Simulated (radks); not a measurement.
Spherical quantum dot in the effective-mass picture: electrons in a parabolic well V = omega^2 r^2 / 2 with omega = 0.111, with a point charge +2 (a donor) at the centre, all in effective atomic units (hartree* = m*/eps^2 hartree, bohr* = eps/m* bohr), one dielectric constant everywhere. Method: non-relativistic Kohn-Sham, LDA (Slater exchange, Perdew-Wang correlation), spin-polarised, spherical densities; computed with a radial shooting solver with Libxc functionals. Levels are named by radial order and angular momentum (1s, 1p, 1d, 2s, ...), and open shells are averaged over m. Results are scaled to m* = 0.119 and eps = 6.3, for which hartree* = 81.59 meV and bohr* = 2.802 nm.

N = 28, configuration 1s2 1p6 1d10 2s2 1f(up 7, down 1). This is the lowest configuration that the search found. Occupied levels:

level    occupation  eigenvalue (meV)  <r> (nm)
1s down           1            193.64     2.705
1s up             1            193.70     2.701
2s up             1            235.54     22.77
2s down           1            236.08     21.34
1p up             3            237.01     24.93
1p down           3            237.72     23.80
1d up             5            239.35     27.87
1d down           5            240.28     27.51
1f up             7            242.05     29.64
1f down           1            243.05     29.56

Energy (meV): total 3505.45, kinetic 363.84, external 278.87, Hartree 3221.8, exchange-correlation -359.08.

Electron density:

r (nm)  n(r) (e/nm^3)
1.08          0.03667
3.78         0.001506
6.49        0.0001418
9.20       0.00008510
11.9        0.0001012
14.6        0.0001199
17.3        0.0001376
20.0        0.0001542
22.7        0.0001667
25.4        0.0001689
28.2        0.0001543
30.8        0.0001217
33.6       0.00007885
36.3       0.00004055
39.0       0.00001632
41.7        4.998e-06
44.4        1.170e-06
47.1        2.146e-07
49.8        2.969e-08
52.5        3.205e-09
